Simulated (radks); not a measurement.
Values are calculated unless marked as measured or tabulated.
The carbon anion C4-, [Ne], held by a Watson sphere: a shell of charge +4 at radius R that stands for the Madelung well of a crystal (potential energy -4/R inside, -4/r outside, in hartree with lengths in bohr). Code: a radial shooting solver on a logarithmic mesh with Libxc functionals. Model: scalar-relativistic Kohn-Sham, PBE, spin-polarised, spherical densities, finite nucleus; Fermi nuclear charge, rms radius of each element as measured or else 0.836 A^(1/3) + 0.57 fm. Response by self-consistent Sternheimer equations with the Hartree and adiabatic LDA kernel, the relativistic mass of each level held fixed and spin-orbit coupling left out. The sphere does not respond.

R (bohr) = 1.62: e(1s) (eV) -264.72; e(2s) (eV) -18.102; e(2p) (eV) -8.974; <r> 2p (bohr) 1.754; sum of <r^2> (bohr^2) 28.92; X-ray form factor at sin(theta)/lambda = 0.2 1/angstrom 4.971; alpha (bohr^3) 15.60
R (bohr) = 1.78: e(1s) (eV) -265.15; e(2s) (eV) -17.199; e(2p) (eV) -8.380; <r> 2p (bohr) 1.849; sum of <r^2> (bohr^2) 31.89; X-ray form factor at sin(theta)/lambda = 0.2 1/angstrom 4.707; alpha (bohr^3) 19.02
R (bohr) = 2.21: e(1s) (eV) -266.52; e(2s) (eV) -15.042; e(2p) (eV) -7.005; <r> 2p (bohr) 2.098; sum of <r^2> (bohr^2) 40.43; X-ray form factor at sin(theta)/lambda = 0.2 1/angstrom 4.133; alpha (bohr^3) 31.50
R (bohr) = 2.6: e(1s) (eV) -267.53; e(2s) (eV) -13.504; e(2p) (eV) -5.999; <r> 2p (bohr) 2.321; sum of <r^2> (bohr^2) 48.90; X-ray form factor at sin(theta)/lambda = 0.2 1/angstrom 3.776; alpha (bohr^3) 48.46
R (bohr) = 2.72: e(1s) (eV) -267.77; e(2s) (eV) -13.108; e(2p) (eV) -5.731; <r> 2p (bohr) 2.391; sum of <r^2> (bohr^2) 51.66; X-ray form factor at sin(theta)/lambda = 0.2 1/angstrom 3.695; alpha (bohr^3) 55.09
R (bohr) = 2.76: e(1s) (eV) -267.84; e(2s) (eV) -12.984; e(2p) (eV) -5.645; <r> 2p (bohr) 2.414; sum of <r^2> (bohr^2) 52.60; X-ray form factor at sin(theta)/lambda = 0.2 1/angstrom 3.671; alpha (bohr^3) 57.48
R (bohr) = 3.31: e(1s) (eV) -268.59; e(2s) (eV) -11.622; e(2p) (eV) -4.656; <r> 2p (bohr) 2.737; sum of <r^2> (bohr^2) 66.44; X-ray form factor at sin(theta)/lambda = 0.2 1/angstrom 3.455; alpha (bohr^3) 100.6
R (bohr) = 3.74: e(1s) (eV) -268.91; e(2s) (eV) -10.936; e(2p) (eV) -4.089; <r> 2p (bohr) 2.997; sum of <r^2> (bohr^2) 78.65; X-ray form factor at sin(theta)/lambda = 0.2 1/angstrom 3.402; alpha (bohr^3) 150.4
